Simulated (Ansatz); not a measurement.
`C#[C][GaH][Cl]` + H₂S → `C#[C][GaH][SH]` + HCl at 400 K and 1 bar (ligand exchange at a Ga–Cl bond).

Program: Ansatz. Geometries: PBE0-D4/def2-TZVP. ΔE: electronic, gas phase. CCSD(T)/CBS is the MP2 limit (def2-TZVPP, def2-QZVPP) plus CCSD(T) − MP2 in def2-TZVPP, frozen cores. This one scheme is used for every species. For Ga outer-core shells are correlated without core-valence functions, which leaves a few kJ/mol of doubt a bond. Scalar relativity is left out up to krypton. Each species was taken in one conformer, which may not be the lowest.

```tsv
species	CCSD(T)/CBS energy (Eh)	H − E (kJ/mol)	S (J/(mol·K))
`C#[C][GaH][Cl]`	-2461.01543	96.6	351.7
H₂S	-398.97279	53.4	215.9
`C#[C][GaH][SH]`	-2399.59828	121.2	362.7
HCl	-460.38127	29.6	195.4
```

H − E and S are ideal-gas, rigid-rotor, harmonic terms from PBE0-D4/def2-TZVP, for one conformer and one mirror image of each species. 1 Eh = 2625.50 kJ/mol, R = 8.31446 J/(mol·K).

Problem. By hand: ΔE, ΔH, ΔS and ΔG.

Solution. ΔE = (-2399.59828) + (-460.38127) − (-2461.01543) − (-398.97279) = 0.00867 Eh = 22.8 kJ/mol. Δ(H − E) = 121.2 + 29.6 − 96.6 − 53.4 = 0.8, so ΔH = 23.6 kJ/mol. ΔS = 362.7 + 195.4 − 351.7 − 215.9 = -9.5 J/(mol·K). ΔG = 23.6 − 400 × (-9.5)/1000 = 27.4 kJ/mol.

Problem. By hand: the equilibrium constant, and the temperature at which ΔG would vanish if ΔH and ΔS stayed fixed.

Solution. log₁₀ K = −ΔG/(RT ln 10) = -3.6. ΔH and −TΔS have one sign here, so there is no such temperature.

The number of gas molecules stays the same, so ΔS is small and ΔH decides. A doubt of 5 kJ/mol in ΔE shifts log₁₀ K by 0.7 here. Other conformers and mirror images would add mixing entropy, several J/(mol·K) or more a flexible species. These are equilibria of isolated gas molecules and say nothing of rates. Largest T1 diagnostic: 0.014 (customary marks: 0.02 for closed shells, 0.045 for open ones).

ΔS is within the doubt of such terms, so its sign, and with it that verdict, could turn.
